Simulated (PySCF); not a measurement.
In(I)(OH)2 (H₂IInO₂), SMILES [OH][In]([OH])[I].

Geometry: B3LYP-D3(BJ)/def2-SVP. The def2 effective core potentials stand for the cores of I, In; spin–orbit coupling is left out. The values are those of a single conformer.

Method: PBE0/def2-TZVP in PySCF.

Symmetry labels are those of the subgroup Cs that the program uses (full group Cs).

Computed valence orbital energies around the gap with their symmetry:
```
orbital  symmetry  energy (eV)
-------  --------  -----------
HOMO−7         A'       -12.94
HOMO−6         A'       -10.98
HOMO−5         A'        -9.45
HOMO−4         A"        -9.25
HOMO−3         A'        -9.05
HOMO−2         A"        -8.79
HOMO−1         A"        -8.05
HOMO           A'        -7.95
LUMO           A'        -2.54
LUMO+1         A"        -1.16
LUMO+2         A'         0.22
LUMO+3         A'         0.57
```
